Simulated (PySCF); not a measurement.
A structure optimised at TPSSh-D3(BJ)/def2-SVP, used in a PySCF frequency run:

```
O
Si 1 1.6616
Si 1 1.6684 2 145.08
H 2 1.4845 1 108.81 3 143.37
H 2 1.4871 4 109.52 1 -120.41
H 3 1.4881 1 108.32 2 -141.95
H 3 1.4906 6 108.15 1 118.62
H 2 1.4909 4 109.53 5 -119.47
Si 3 2.3561 6 110.38 7 120.23
H 9 1.4905 3 110.59 6 61.60
H 9 1.4908 10 108.48 3 -121.41
H 9 1.4913 10 108.76 11 -117.98
```

Write its SMILES and formula.

[SiH3]O[SiH2][SiH3], H8OSi3

What are its rotational constants (standard atomic weights)?

5.3305, 1.6379, 1.3125 GHz
